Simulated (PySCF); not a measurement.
C2H4N2OSi, SMILES N#C/N=C/O[SiH3]. Atoms are numbered in the order given.

```xyz
10

N     -0.4037     3.3260     0.0000
C     -0.2295     2.1593     0.0000
N     -0.1586     0.8301     0.0000
C      0.9637     0.1859     0.0000
O      0.9826    -1.1341     0.0000
Si    -0.5442    -1.9989     0.0000
H      1.9704     0.6541     0.0000
H     -1.3025    -1.6703    -1.2463
H     -1.3025    -1.6703     1.2463
H     -0.0777    -3.4191     0.0000
```
Charge 0, spin multiplicity 1.

Geometry optimised at PBE-D3(BJ)/def2-SVP. The structure was generated by enumeration; whether it is a known compound was not checked. One conformer was computed; it need not be the lowest.

Method: PBE0/def2-TZVP in PySCF.

Symmetry labels are those of the subgroup Cs that the program uses (full group Cs).

Computed valence orbital energies around the gap with their symmetry:
```tsv
orbital	symmetry	energy (eV)
HOMO−7	A'	-11.62
HOMO−6	A"	-11.36
HOMO−5	A'	-11.15
HOMO−4	A'	-10.38
HOMO−3	A"	-10.35
HOMO−2	A'	-10.29
HOMO−1	A'	-8.36
HOMO	A"	-8.27
LUMO	A"	-1.78
LUMO+1	A'	-0.54
LUMO+2	A'	0.67
LUMO+3	A'	1.00
```
